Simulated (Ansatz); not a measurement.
BrCl₃Hf, SMILES `[Cl][Hf]([Cl])([Cl])[Br]`. Charge 0, multiplicity 1. Correlated methods include outer-core shells of Br, Hf, which these sets cover unevenly. Scalar relativity is left out up to krypton. Hf: def2 effective core potential.

| atom | x (Å) | y (Å) | z (Å) |
| --- | --- | --- | --- |
| Cl1 | -0.003 | 0.262 | 2.311 |
| Hf2 | 0.019 | 0.019 | 0.008 |
| Cl3 | -0.455 | 2.058 | -0.983 |
| Cl4 | 2.118 | -0.692 | -0.668 |
| Br5 | -1.679 | -1.648 | -0.668 |

**Question.** Give the diagnostics of a CCSD(T)/def2-TZVPP run (frozen core, Ansatz 0.2.0). (Estimate.)

**Answer.** The calculation gave: T1 = 0.0128, largest single amplitude 0.034, largest double 0.021, (T) share of the correlation energy 4.3 %, 10 CCSD cycles. The RHF solution is stable towards an unrestricted one. T1 lies under the customary mark of 0.02 for closed shells.
